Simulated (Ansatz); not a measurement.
C₃H₃ClFInO₂, SMILES `[F][In-]1([Cl])[O]C=CC=[O+]1`. Total charge 0; spin multiplicity 1. In takes the def2 core potential.

```xyz
11

F    -2.845   -1.305   -0.766
In   -1.631   -0.752    0.635
Cl   -2.115   -0.982    2.868
O     0.266   -1.513    0.138
C     1.218   -0.802   -0.296
C     1.240    0.572   -0.514
C     0.184    1.448   -0.288
O    -0.975    1.186    0.148
H     2.136   -1.356   -0.523
H     2.160    0.996   -0.893
H     0.361    2.507   -0.510
```

What are the harmonic wavenumbers in cm⁻¹ at PBE0-D4/def2-TZVP (Ansatz, finite differences of forces, unscaled)? (An estimate is asked.)

Ansatz gave: 41, 76, 102, 114, 158, 205, 283, 359, 378, 399, 450, 533, 605, 808, 928, 1014, 1019, 1059, 1170, 1385, 1423, 1508, 1557, 1690, 3076, 3077, 3231.

Is this a minimum?

Yes, all 27 modes are real.

Give the ideal-gas thermochemistry at 298.15 K and 1 bar (rigid rotor, harmonic oscillator; point group Cs, symmetry number 1).

Zero-point energy 159.4 kJ/mol; H(298) − E = 186.6 kJ/mol; entropy 418.1 J/(mol·K), of which translation 177.2, rotation 125.3, vibration 115.5; G(298) − E = 61.9 kJ/mol. Modes under 100 cm⁻¹ are hindered rotations or soft bends, so the harmonic entropy is rough.

Rotational constants (cm⁻¹)?

0.05977, 0.02873, 0.02652.
